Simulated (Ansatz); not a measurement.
The first iterations of a band of BF2H3O (7 atoms, charge 0, multiplicity 1).

Level of theory: RKS PBE/def2-SVP in Ansatz.

```json
{
  "movable images": "7",
  "climbing image": "yes",
  "spring": "5.0 eV/Å²",
  "optimiser": "quadratic models (default)",
  "start path": "through a guess of the saddle point",
  "force threshold": "0.05 eV/Å",
  "iteration limit": "60",
  "end points": "relaxed"
}
```

First end point:

```xyz
7
Properties=species:S:1:pos:R:3
B 0.053 0.051 0.088
H 0.052 0.612 1.178
F 1.138 0.184 -0.708
F -1.145 -0.041 -0.574
O 0.196 -1.676 0.637
H -0.460 -2.130 0.066
H -0.199 -1.689 1.532
```

Last end point:

```xyz
7
Properties=species:S:1:pos:R:3
B 0.118 -0.434 -0.856
H -0.269 -0.414 3.068
F 1.201 0.226 -1.253
F -1.078 -0.018 -1.291
O 0.257 -1.502 -0.030
H -0.601 -1.906 0.194
H 0.008 -0.639 2.387
```

| iteration | highest image above the first end (eV) | largest band force component (eV/Å) |
| --- | --- | --- |
| 1 | 2.637 | 7.369 |
| 2 | 1.393 | 4.848 |
| 3 | 1.271 | 2.225 |
| 4 | 1.650 | 8.136 |
| 5 | 1.073 | 3.390 |

Question: Does the band converge within its limit, and where does its top end?

Answer: The run converged. It ended after 15 iterations with the highest image 0.842 eV above the first end. A vibrational analysis at the climbing image gives one clearly imaginary mode, 1225i cm⁻¹: a first-order saddle point. The orbitals stay closed-shell, which can raise the energy where a bond breaks towards radicals; this wasn't checked here.

Time of the run: 2.7 min on 1 thread of Arm Neoverse V1, on a shared host, peak memory 0.12 GiB.
